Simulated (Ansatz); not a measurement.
This geometry of CH5Ga (7 atoms, charge 0, multiplicity 1) is a first-order saddle point.

Level of theory: Ansatz 0.2.0, RKS PBE-D4/def2-SVP.

```xyz
7
Properties=species:S:1:pos:R:3
Ga 0.456 0.020 -0.679
H 0.288 -0.025 1.191
H 1.532 0.005 0.467
C -1.515 0.004 -0.924
H -1.929 -0.917 -0.469
H -1.957 0.876 -0.403
H -1.758 0.038 -2.001
```

Question: Which two structures does it join? (They come from a converged band through this point; their orientation in space is the band's.)

Answer: Bonds broken: Ga1–H2, Ga1–H3. Bonds formed: H2–H3. CH5Ga becomes CH3Ga + H2.

Image 0:

```xyz
7
Properties=species:S:1:pos:R:3
Ga 0.236 0.002 0.118
H 0.207 -0.001 1.706
H 1.635 -0.003 -0.631
C -1.473 0.004 -0.873
H -2.045 -0.914 -0.620
H -2.098 0.862 -0.547
H -1.345 0.050 -1.971
```

Image 8:

```xyz
7
Properties=species:S:1:pos:R:3
Ga 0.494 0.063 -1.592
H 0.513 -0.043 1.422
H 1.240 -0.022 1.168
C -1.487 0.008 -1.031
H -1.735 -0.914 -0.460
H -1.766 0.879 -0.396
H -2.142 0.029 -1.931
```

Question: How far does it lie above each of them?

Answer: 52.7 kcal/mol above the first and 35.0 kcal/mol above the second. This is the barrier of this one path; another mechanism may lie lower. The orbitals stay closed-shell, which can raise the energy where a bond breaks towards radicals; this wasn't checked here.

Time of the run: 2.8 min on 1 thread of Arm Neoverse V1, with other jobs on the host, peak memory 0.12 GiB.
